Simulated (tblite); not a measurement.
Compound: C6H12N (doublet state).
Numbering: `[CH2:1][CH2:2][N:3]1[CH2:4][CH2:5][C@H:6]1[CH3:7]` (hydrogens: H8, H9 on C1; H10, H11 on C2; H12, H13 on C4; H14, H15 on C5; H16 on C6; H17, H18, H19 on C7)

Cartesian coordinates in Å at the GFN2-xTB level; atoms count from 1:
```
atom  x, y, z in Å
C1     2.671   -0.589   -0.219
C2     1.377   -0.745    0.459
N3     0.321   -0.049   -0.222
C4     0.324    1.413   -0.224
C5    -1.191    1.399    0.005
C6    -1.034   -0.094    0.335
C7    -1.958   -1.073   -0.367
H8     2.707   -0.231   -1.227
H9     3.578   -0.870    0.278
H10    1.081   -1.810    0.498
H11    1.471   -0.424    1.522
H12    0.884    1.851    0.613
H13    0.682    1.845   -1.159
H14   -1.564    2.035    0.804
H15   -1.766    1.572   -0.901
H16   -1.043   -0.278    1.421
H17   -2.978   -0.943   -0.014
H18   -1.646   -2.095   -0.169
H19   -1.926   -0.903   -1.439
```

Computed with GFN2-xTB (tblite): harmonic, unscaled wavenumbers at the GFN2-xTB geometry, gas phase. This tight-binding method is rough: wavenumbers can miss measured ones by several per cent, in bad cases by 10 to 20. One conformer, not necessarily the lowest. Open shells enter through the occupations alone, without spin polarisation, and single modes of such species can be off by tens of per cent.

Harmonic wavenumbers (cm⁻¹): 67.3, 106.4, 127.4, 168.1, 207.3, 248.7, 329.6, 391.0, 453.4, 457.2, 645.4, 792.0, 829.2, 891.0, 936.2, 941.2, 976.6, 1029.6, 1042.7, 1083.7, 1129.7, 1135.4, 1150.1, 1162.2, 1175.4, 1204.8, 1230.7, 1233.1, 1256.8, 1285.6, 1318.3, 1335.8, 1380.2, 1398.5, 1433.6, 1467.1, 1482.8, 1490.0, 1495.4, 2664.5, 2791.2, 2826.9, 2876.1, 2965.4, 3021.4, 3029.0, 3034.5, 3036.5, 3051.6, 3147.9, 3200.2.

A = 4522, B = 1979, C = 1532 MHz; mass 98.097 u (most abundant isotopes); point group C1, symmetry number 1; spin multiplicity 2.

Task: Zero-point energy?

Result: Half the sum of the wavenumbers: 36067 cm⁻¹ = 431.46 kJ/mol.

Task: Entropy at 400 K, 1 bar (ideal gas, RRHO, classical rotation)?

Result: Translation 172.16, rotation 118.94, vibration 131.68, spin (R ln 2) 5.76: S = 428.5 J/(mol K).

Task: And Cp and H(400 K) − H(0)?

Result: Cp = 179.73 J/(mol K), of which vibrations give 146.47 (their classical limit is 51 R = 424.0); H(400 K) − H(0) = 41.56 kJ/mol without the zero-point energy, 28.26 from vibrations.

Task: Which modes carry the vibrational entropy at 400 K?

Result: 67.3 cm⁻¹: 20.13; 106.4 cm⁻¹: 16.35; 127.4 cm⁻¹: 14.87; 168.1 cm⁻¹: 12.62; 207.3 cm⁻¹: 10.94; 248.7 cm⁻¹: 9.51 J/(mol K); the other 45 give 47.24 together.

Task: What must be added to the electronic energy to get the Gibbs energy at 400 K and 1 bar?

Result: ZPE + [H(400 K) − H(0)] − T·S = 431.46 + 41.56 − 171.42 = 301.60 kJ/mol.

Task: How do the functions run with temperature in this model?

Result: 
```json
{"T (K)": "50", "S (J/(mol K))": "235.0", "Cp (J/(mol K))": "49.2", "H − H(0) (kJ/mol)": "1.93", "G − H(0) (kJ/mol)": "-9.82", "ln q(vib)": "0.24"}
{"T (K)": "100", "S (J/(mol K))": "275.9", "Cp (J/(mol K))": "70.4", "H − H(0) (kJ/mol)": "4.94", "G − H(0) (kJ/mol)": "-22.65", "ln q(vib)": "1.08"}
{"T (K)": "298.15", "S (J/(mol K))": "382.1", "Cp (J/(mol K))": "138.3", "H − H(0) (kJ/mol)": "25.36", "G − H(0) (kJ/mol)": "-88.56", "ln q(vib)": "5.20"}
{"T (K)": "373.15", "S (J/(mol K))": "416.4", "Cp (J/(mol K))": "169.0", "H − H(0) (kJ/mol)": "36.88", "G − H(0) (kJ/mol)": "-118.51", "ln q(vib)": "6.77"}
{"T (K)": "500", "S (J/(mol K))": "472.7", "Cp (J/(mol K))": "216.8", "H − H(0) (kJ/mol)": "61.43", "G − H(0) (kJ/mol)": "-174.93", "ln q(vib)": "9.48"}
{"T (K)": "750", "S (J/(mol K))": "574.8", "Cp (J/(mol K))": "286.2", "H − H(0) (kJ/mol)": "124.93", "G − H(0) (kJ/mol)": "-306.14", "ln q(vib)": "14.88"}
{"T (K)": "1000", "S (J/(mol K))": "663.8", "Cp (J/(mol K))": "332.1", "H − H(0) (kJ/mol)": "202.59", "G − H(0) (kJ/mol)": "-461.23", "ln q(vib)": "20.10"}
```

q(vib) and H(0) count from the zero-point level.

Task: Blend soft modes into free rotors: weight 1/[1 + (100 cm⁻¹/ν̃)⁴] for the oscillator and the rest for a rotor with moment μB/(μ + B), μ = h/(8π²ν), B = 10⁻⁴⁴ kg m². What vibrational entropy results?

Result: 124.81 J/(mol K) in place of 131.68, which changes −T·S at 400 K by +2.75 kJ/mol.

Hindered rotation and anharmonicity are outside this model. Other conformers, if any are populated, would add a mixing term that is left out. The structure is chiral; the term R ln 2 for an equal mix with its mirror image is left out.

The run took 0.56 s on an Arm Neoverse V1 with one thread, shared host. The figure is for the frequency step alone.
